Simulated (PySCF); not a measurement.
Cd(Cl)(SiH3) (CdClH3Si), SMILES [SiH3][Cd][Cl]. Heavy atoms are numbered as in [Cd:1]([Cl:2])[SiH3:3]. Hydrogens are named by the atom that carries them.

Coordinates come from a B3LYP-D3(BJ)/def2-TZVP optimisation. The def2 effective core potentials stand for the cores of Cd; spin–orbit coupling is left out.

All values below come from PBE/def2-TZVPD run with PySCF.

Mulliken values depend strongly on the basis, most of all with diffuse functions as here. ESP charges are fitted to the potential on shells at 1.4 to 2.0 van der Waals radii. Atomic charges (e), one atom of each kind:

| atom | ESP fit | Mulliken |
|---|---|---|
| Cd1 | 0.48 | 0.40 |
| Cl2 | -0.38 | -0.41 |
| Si3 (SiH3) | -0.13 | 0.07 |
| H on Si3 | 0.01 | -0.02 |
